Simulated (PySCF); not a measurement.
LaO, doublet, geometry from GFN2-xTB (such geometries of metal compounds can be far from the true shape) (core potentials on La).

Here is a job for PySCF.
```python
from pyscf import gto, scf

mol = gto.M(
    atom='''
La   -0.000000   -0.000000   -0.248835
O     0.000000    0.000000    1.772953
''',
    basis='def2-svp',
    ecp={'La': 'def2-svp'},
    charge=0,
    spin=1,
    verbose=4,
)

mf = scf.UHF(mol)
mf.kernel()
```

Question: What dipole moment does PySCF with HF/def2-SVP give?

Answer: 5.44 D

Question: Estimate the Mulliken (on the basis functions themselves) charges in atom order that HF/def2-SVP returns for this input.

Answer: La1 0.65, O2 -0.65

Question: Predict the total energy from HF/def2-SVP.

Answer: -105.934444 Ha

Question: Estimate the number of basis functions that HF/def2-SVP returns for this input.

Answer: 46

Question: Predict the HOMO energy from HF/def2-SVP.

Answer: -5.32 eV

These values belong to the state on which the SCF converged, which isn't shown to be the lowest.
